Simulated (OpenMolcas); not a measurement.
Computed levels of 3d5 in ions with 23 electrons, in cm-1 above 6S 5/2.

```yaml
Program: OpenMolcas 26.06
Method: MS-CASPT2, IPEA 0.25 Eh, imaginary shift 0.1 Eh
Basis: ANO-RCC-VQZP
Scalar_Hamiltonian: DKH2, point nucleus
Spin-orbit_coupling: state interaction with AMFI integrals over the reference wave functions, term energies averaged over their components
```

Active space for each ion: 5 electrons in 10 orbitals (3d 4d); closed shells correlated by CASPT2: 3s 3p.

```json
{"Level": "4G 5/2", "Mn2+": "27650", "Fe3+": "33380", "Ni5+": "43170", "Cu6+": "47810"}
{"Level": "4G 7/2", "Mn2+": "27680", "Fe3+": "33420", "Ni5+": "43270", "Cu6+": "47950"}
{"Level": "4G 9/2", "Mn2+": "27710", "Fe3+": "33460", "Ni5+": "43340", "Cu6+": "48050"}
{"Level": "4G 11/2", "Mn2+": "27720", "Fe3+": "33460", "Ni5+": "43340", "Cu6+": "48040"}
{"Level": "4P 5/2", "Mn2+": "30440", "Fe3+": "36900", "Ni5+": "47620", "Cu6+": "52630"}
{"Level": "4P 3/2", "Mn2+": "30480", "Fe3+": "36970", "Ni5+": "47800", "Cu6+": "52900"}
{"Level": "4P 1/2", "Mn2+": "30510", "Fe3+": "37040", "Ni5+": "48020", "Cu6+": "53300"}
{"Level": "4D 7/2", "Mn2+": "33330", "Fe3+": "40170", "Ni5+": "51830", "Cu6+": "57410"}
{"Level": "4D 1/2", "Mn2+": "33340", "Fe3+": "40210", "Ni5+": "52020", "Cu6+": "57710"}
```

Estimate 4G 5/2, 4G 7/2 for Co4+ from its neighbours Fe3+ and Ni5+.

4G 5/2 is another term, which grows about linearly with the charge: (33380 + 43170) / 2 = 38275. The calculation gives 38560, so the estimate is off by -0.7 %.
4G 7/2 is another term, which grows about linearly with the charge: (33420 + 43270) / 2 = 38345. The calculation gives 38630, so the estimate is off by -0.7 %.

CASPT2 does not keep the components of a term degenerate, so their means are used; among the terms shown or strongly mixed into the levels shown the widest spread is 230 cm-1 (3d5 4G, Cu6+). Active for correlation alone: 4d; no level in the range computed is led by a configuration that fills it, so any true level of that kind is missing. Only configurations of the active space appear.
